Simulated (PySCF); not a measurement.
C$_{2}$H$_{8}$OSSi, singlet, geometry from GFN2-xTB, atoms displaced at random by about 0.03 Å a coordinate; PBE0/6-31G, gradient by finite differences in PySCF.

Input for PySCF:
```python
from pyscf import gto, scf, dft

mol = gto.Mole()
mol.atom = '''
    Si    0.12567253   -0.65029324    0.69327686
    O     1.72068457   -0.67805887    0.43839322
    C     2.54735649    0.48903650    0.13434491
    S    -0.89488780    0.56915690   -0.80040354
    C    -2.59364883    0.20936077   -0.38856489
    H    -0.24813880   -0.08132606    1.94146738
    H    -0.15384955   -2.05826305    0.56391333
    H     3.46295095    0.07430457   -0.27820573
    H     2.04907745    1.08055537   -0.63116474
    H     2.73008316    1.11050166    0.95337113
    H    -2.82315015    0.55365185    0.59122824
    H    -3.27232458    0.76798821   -1.01459347
    H    -2.77622324   -0.79223816   -0.53341622
'''
mol.basis = '6-31g'
mol.verbose = 4
mol.build()

mf = dft.RKS(mol)
mf.xc = 'pbe0'
mf.conv_tol = 1e-11
mf.kernel()
scan, done = mf.as_scanner(), []
scan.scf_summary = {}
def energy(d):
    c = mol.atom_coords()
    c[3, 1] += d
    e = scan(mol.set_geom_(c, unit='Bohr', inplace=False))
    done.append(scan.converged)
    return e
h = 0.01
fd = (energy(h) - energy(-h)) / (2 * h)
print('dE/dx =', fd)
```

Task: Predict the main parts of the log of this PySCF run.

Result: 
```
PySCF version 2.14.0

[INPUT] verbose = 4
[INPUT] num. atoms = 13
[INPUT] num. electrons = 58
[INPUT] charge = 0
[INPUT] spin (= nelec alpha-beta = 2S) = 0
[INPUT] symmetry False subgroup None
[INPUT] Mole.unit = angstrom
[INPUT] Symbol           X                Y                Z      unit          X                Y                Z       unit  Magmom
[...]
nuclear repulsion = 301.623045067209
number of shells = 45
number of NR pGTOs = 190
number of NR cGTOs = 69
basis = 6-31g
ecp = {}

******** <class 'pyscf.dft.rks.RKS'> ********
method = RKS
initial guess = minao
damping factor = 0
level_shift factor = 0
DIIS = <class 'pyscf.scf.diis.CDIIS'>
diis_start_cycle = 1
diis_space = 8
diis_damp = 0
SCF conv_tol = 1e-11
SCF conv_tol_grad = None
SCF max_cycles = 50
direct_scf = True
direct_scf_tol = 1e-13
XC library pyscf.dft.libxc version 7.1.2
    S. Lehtola, C. Steigemann, M. J. T. Oliveira, and M. A. L. Marques,  SoftwareX 7, 1–5 (2018)
XC functionals = pbe0
    C. Adamo and V. Barone,  J. Chem. Phys. 110, 6158 (1999)
    M. Ernzerhof and G. E. Scuseria,  J. Chem. Phys. 110, 5029 (1999)
radial grids:
    Treutler-Ahlrichs [JCP 102, 346 (1995); DOI:10.1063/1.469408] (M4) radial grids

becke partition: Becke, JCP 88, 2547 (1988); DOI:10.1063/1.454033
pruning grids: <function nwchem_prune>
grids dens level: 3
symmetrized grids: False
atomic radii adjust function: <function treutler_atomic_radii_adjust>
small_rho_cutoff = 0
Set gradient conv threshold to 3.16228e-06
Initial guess from minao.
tot grids = 158848
init E= -843.814097128906
[...]
cycle= 1 E= -843.259763232359  delta_E= 0.554  |g|= 0.643  |ddm|= 3.24
[...]
cycle= 2 E= -843.10266881454  delta_E= 0.157  |g|=  1.1  |ddm|= 1.99
[...]
cycle= 3 E= -843.350339693964  delta_E= -0.248  |g|= 0.0926  |ddm|= 1.33
[...]
cycle= 4 E= -843.352637226671  delta_E= -0.0023  |g|= 0.0313  |ddm|= 0.186
[...]
cycle= 5 E= -843.352966795209  delta_E= -0.00033  |g|= 0.00208  |ddm|= 0.0524
[...]
cycle= 6 E= -843.352968027315  delta_E= -1.23e-06  |g|= 0.000999  |ddm|= 0.00444
[...]
cycle= 7 E= -843.352968306331  delta_E= -2.79e-07  |g|= 0.000226  |ddm|= 0.0014
[...]
cycle= 8 E= -843.352968322626  delta_E= -1.63e-08  |g|= 4.77e-05  |ddm|= 0.000414
[...]
cycle= 9 E= -843.352968323439  delta_E= -8.13e-10  |g|= 8.58e-06  |ddm|= 9.96e-05
[...]
cycle= 10 E= -843.352968323459  delta_E= -1.96e-11  |g|= 2.25e-06  |ddm|= 1.62e-05
[...]
cycle= 11 E= -843.352968323463  delta_E= -4.09e-12  |g|= 1.36e-06  |ddm|= 3.36e-06
[...]
Extra cycle  E= -843.352968323459  delta_E= 3.18e-12  |g|= 1.71e-06  |ddm|= 2.65e-06
converged SCF energy = -843.352968323459
Create scanner for <class 'pyscf.dft.rks.RKS'>

WARN: Mole.unit (angstrom) is changed to Bohr

New geometry
   1 Si     0.125672530000  -0.650293240000   0.693276860000 AA    0.237486663081  -1.228876124256   1.310103393898 Bohr
   2 O      1.720684570000  -0.678058870000   0.438393220000 AA    3.251622584065  -1.281345560632   0.828443120666 Bohr
   3 C      2.547356490000   0.489036500000   0.134344910000 AA    4.813806107733   0.924145049916   0.253875086129 Bohr
   4 S     -0.894887800000   0.574448672109  -0.800403540000 AA   -1.691092854215   1.085550662906  -1.512543479732 Bohr
   5 C     -2.593648830000   0.209360770000  -0.388564890000 AA   -4.901285951999   0.395634516528  -0.734281223722 Bohr
   6 H     -0.248138800000  -0.081326060000   1.941467380000 AA   -0.468914372878  -0.153683980190   3.668841627977 Bohr
   7 H     -0.153849550000  -2.058263050000   0.563913330000 AA   -0.290733513888  -3.889553456812   1.065641751691 Bohr
   8 H      3.462950950000   0.074304570000  -0.278205730000 AA    6.544028878302   0.140415287104  -0.525732635985 Bohr
   9 H      2.049077450000   1.080555370000  -0.631164740000 AA    3.872195188522   2.041953711728  -1.192728498082 Bohr
  10 H      2.730083160000   1.110501660000   0.953371130000 AA    5.159109469687   2.098543998275   1.801610330767 Bohr
  11 H     -2.823150150000   0.553651850000   0.591228240000 AA   -5.334980592025   1.046250364859   1.117259450709 Bohr
  12 H     -3.272324580000   0.767988210000  -1.014593470000 AA   -6.183797246882   1.451287383795  -1.917303786072 Bohr
  13 H     -2.776223240000  -0.792238160000  -0.533416220000 AA   -5.246301584253  -1.497113147829  -1.008010566201 Bohr

******** <class 'pyscf.scf.hf.RKS_Scanner'> ********
method = RKS_Scanner
initial guess = minao
damping factor = 0
level_shift factor = 0
DIIS = <class 'pyscf.scf.diis.CDIIS'>
diis_start_cycle = 1
diis_space = 8
diis_damp = 0
SCF conv_tol = 1e-11
SCF conv_tol_grad = None
SCF max_cycles = 50
direct_scf = True
direct_scf_tol = 1e-13
XC library pyscf.dft.libxc version 7.1.2
    S. Lehtola, C. Steigemann, M. J. T. Oliveira, and M. A. L. Marques,  SoftwareX 7, 1–5 (2018)
XC functionals = pbe0
    C. Adamo and V. Barone,  J. Chem. Phys. 110, 6158 (1999)
    M. Ernzerhof and G. E. Scuseria,  J. Chem. Phys. 110, 5029 (1999)
radial grids:
    Treutler-Ahlrichs [JCP 102, 346 (1995); DOI:10.1063/1.469408] (M4) radial grids

becke partition: Becke, JCP 88, 2547 (1988); DOI:10.1063/1.454033
pruning grids: <function nwchem_prune>
grids dens level: 3
symmetrized grids: False
atomic radii adjust function: <function treutler_atomic_radii_adjust>
small_rho_cutoff = 0
Set gradient conv threshold to 3.16228e-06
tot grids = 158848
init E= -843.352380543835
[...]
cycle= 1 E= -843.35316545912  delta_E= -0.000785  |g|= 0.000685  |ddm|= 0.00924
[...]
cycle= 2 E= -843.353165602917  delta_E= -1.44e-07  |g|= 0.000506  |ddm|= 0.0027
[...]
cycle= 3 E= -843.353165680364  delta_E= -7.74e-08  |g|= 0.000199  |ddm|= 0.00102
[...]
cycle= 4 E= -843.353165688654  delta_E= -8.29e-09  |g|= 6.45e-05  |ddm|= 0.000261
[...]
cycle= 5 E= -843.353165689499  delta_E= -8.45e-10  |g|= 1.27e-05  |ddm|= 8.38e-05
[...]
cycle= 6 E= -843.353165689561  delta_E= -6.21e-11  |g|= 2.91e-06  |ddm|= 2.66e-05
[...]
cycle= 7 E= -843.35316568956  delta_E= 9.09e-13  |g|= 8.07e-07  |ddm|= 5.93e-06
[...]
Extra cycle  E= -843.353165689559  delta_E= 9.09e-13  |g|= 9.18e-07  |ddm|= 1.83e-06
converged SCF energy = -843.353165689559

WARN: Mole.unit (angstrom) is changed to Bohr

New geometry
   1 Si     0.125672530000  -0.650293240000   0.693276860000 AA    0.237486663081  -1.228876124256   1.310103393898 Bohr
   2 O      1.720684570000  -0.678058870000   0.438393220000 AA    3.251622584065  -1.281345560632   0.828443120666 Bohr
   3 C      2.547356490000   0.489036500000   0.134344910000 AA    4.813806107733   0.924145049916   0.253875086129 Bohr
   4 S     -0.894887800000   0.563865127891  -0.800403540000 AA   -1.691092854215   1.065550662906  -1.512543479732 Bohr
   5 C     -2.593648830000   0.209360770000  -0.388564890000 AA   -4.901285951999   0.395634516528  -0.734281223722 Bohr
   6 H     -0.248138800000  -0.081326060000   1.941467380000 AA   -0.468914372878  -0.153683980190   3.668841627977 Bohr
   7 H     -0.153849550000  -2.058263050000   0.563913330000 AA   -0.290733513888  -3.889553456812   1.065641751691 Bohr
   8 H      3.462950950000   0.074304570000  -0.278205730000 AA    6.544028878302   0.140415287104  -0.525732635985 Bohr
   9 H      2.049077450000   1.080555370000  -0.631164740000 AA    3.872195188522   2.041953711728  -1.192728498082 Bohr
  10 H      2.730083160000   1.110501660000   0.953371130000 AA    5.159109469687   2.098543998275   1.801610330767 Bohr
  11 H     -2.823150150000   0.553651850000   0.591228240000 AA   -5.334980592025   1.046250364859   1.117259450709 Bohr
  12 H     -3.272324580000   0.767988210000  -1.014593470000 AA   -6.183797246882   1.451287383795  -1.917303786072 Bohr
  13 H     -2.776223240000  -0.792238160000  -0.533416220000 AA   -5.246301584253  -1.497113147829  -1.008010566201 Bohr

******** <class 'pyscf.scf.hf.RKS_Scanner'> ********
method = RKS_Scanner
initial guess = minao
damping factor = 0
level_shift factor = 0
DIIS = <class 'pyscf.scf.diis.CDIIS'>
diis_start_cycle = 1
diis_space = 8
diis_damp = 0
SCF conv_tol = 1e-11
SCF conv_tol_grad = None
SCF max_cycles = 50
direct_scf = True
direct_scf_tol = 1e-13
XC library pyscf.dft.libxc version 7.1.2
    S. Lehtola, C. Steigemann, M. J. T. Oliveira, and M. A. L. Marques,  SoftwareX 7, 1–5 (2018)
XC functionals = pbe0
    C. Adamo and V. Barone,  J. Chem. Phys. 110, 6158 (1999)
    M. Ernzerhof and G. E. Scuseria,  J. Chem. Phys. 110, 5029 (1999)
radial grids:
    Treutler-Ahlrichs [JCP 102, 346 (1995); DOI:10.1063/1.469408] (M4) radial grids

becke partition: Becke, JCP 88, 2547 (1988); DOI:10.1063/1.454033
pruning grids: <function nwchem_prune>
grids dens level: 3
symmetrized grids: False
atomic radii adjust function: <function treutler_atomic_radii_adjust>
small_rho_cutoff = 0
Set gradient conv threshold to 3.16228e-06
tot grids = 158848
init E= -843.354350748923
[...]
cycle= 1 E= -843.352761691888  delta_E= 0.00159  |g|= 0.00135  |ddm|= 0.0185
[...]
cycle= 2 E= -843.352762268016  delta_E= -5.76e-07  |g|= 0.000977  |ddm|= 0.00532
[...]
cycle= 3 E= -843.352762556973  delta_E= -2.89e-07  |g|= 0.000392  |ddm|= 0.00198
[...]
cycle= 4 E= -843.352762589085  delta_E= -3.21e-08  |g|= 0.000127  |ddm|= 0.000517
[...]
cycle= 5 E= -843.352762592385  delta_E= -3.3e-09  |g|= 2.49e-05  |ddm|= 0.000164
[...]
cycle= 6 E= -843.35276259259  delta_E= -2.05e-10  |g|= 5.67e-06  |ddm|= 5.24e-05
[...]
cycle= 7 E= -843.352762592601  delta_E= -1.07e-11  |g|= 1.48e-06  |ddm|= 1.19e-05
[...]
cycle= 8 E= -843.352762592597  delta_E= 3.41e-12  |g|= 4.26e-07  |ddm|= 2.17e-06
[...]
Extra cycle  E= -843.352762592596  delta_E= 1.36e-12  |g|= 5.01e-07  |ddm|= 1.31e-06
converged SCF energy = -843.352762592596
dE/dx = -0.020154848169795514
```
